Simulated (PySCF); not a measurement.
**Peak assignment**

Geometry:
```csv
atom,x (Å),y (Å),z (Å)
O1,2.633,1.260,0.296
C2,2.029,0.244,0.097
N3,0.644,0.160,0.025
C4,-0.076,-0.999,-0.213
C5,-1.404,-0.675,-0.213
C6,-1.502,0.734,0.035
C7,-0.231,1.220,0.176
H8,2.511,-0.748,-0.055
H9,0.434,-1.949,-0.360
H10,-2.228,-1.368,-0.373
H11,-2.417,1.319,0.099
H12,0.156,2.216,0.372
```

[PySCF 2.14: PBE0-D3(BJ)/def2-SVP structure; J couplings at B3LYP/pcJ-1 (spin–dipole term only in couplings to heteroatoms); σ from GIAO-CAM-B3LYP/pcSseg-2; gas phase; no relativistic terms; one averaged value for each set of equivalent atoms; a single conformation]

Referencing at the same level of theory: ¹³C (σref 182.55) and ¹H (σref 31.34) against TMS.

Question: Assign these signals to the numbered atoms. ¹³C{¹H} NMR (computed): δ 169.1 (CH), 129.4 (CH), 125.9 (CH).

Answer: 
169.1 → C2, amide carbonyl carbon: it is a carbonyl in resonance with an O or N lone pair, the region of acids, esters and amides
129.4 → C4/C7, aromatic CH next to a ring nitrogen
125.9 → C5/C6, aromatic CH

Question: Assign these signals to the numbered atoms. ¹H NMR (400 MHz, computed): δ 8.88 (s, 1H), 7.43 (m, 2H), 6.66 (m, 2H).

Answer: 
8.88 → H8, hydrogen on an amide carbonyl carbon
7.43 → H9/H12, hydrogen on an aromatic CH next to a ring nitrogen: it sits in the deshielding region of the aromatic ring current
6.66 → H10/H11, hydrogen on an aromatic CH: the ring current deshields protons in the ring plane

Splittings below 1 Hz are ignored in the labels, and close J values are merged. Couplings among chemically equivalent protons are left out too, so labels in AA′BB′ or AA′XX′ sets are apparent multiplicities. Unscaled 3J(H,H) at this level run about 10 % above measured values. Shifts are as computed, not scaled to solution data. Of 1211 compounds with measured shifts, 218 miss one by over three times the rms of a fit or turn the order of signals round; such compounds aren't used in these exercises.
